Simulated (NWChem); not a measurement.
Molecule: GeS, singlet; SMILES [S]=[Ge]

```xyz
2

Ge     0.0000     0.0000    -0.6811
S      0.0000     0.0000     1.3622
```
Atoms are numbered in this order, from 1.

Computed with NWChem. Pople sets run with spherical d functions. Low-valent species are run as closed-shell singlets; no triplet was tried in these runs. Structure relaxed at the PBE-D3(BJ)/def2-SVP level.

Taking Hartree-Fock/def2-QZVP as the yardstick, which of these has the fewest basis functions while keeping “highest occupied level (eV)” within 0.1 eV of it: Hartree-Fock/6-31G*; Hartree-Fock/3-21G; Hartree-Fock/STO-3G; Hartree-Fock/6-311G**; Hartree-Fock/def2-TZVPD?

Hartree-Fock/3-21G.
| level | basis functions | highest occupied level (eV) |
|---|---|---|
| Hartree-Fock/STO-3G | 27 | -6.24 |
| Hartree-Fock/3-21G | 35 | -10.22 |
| Hartree-Fock/6-31G* | 50 | -10.14 |
| Hartree-Fock/6-311G** | 70 | -10.18 |
| Hartree-Fock/def2-TZVPD | 100 | -10.15 |
| Hartree-Fock/def2-QZVP | 145 | -10.14 |

The yardstick is one finite set, not the basis-set limit.
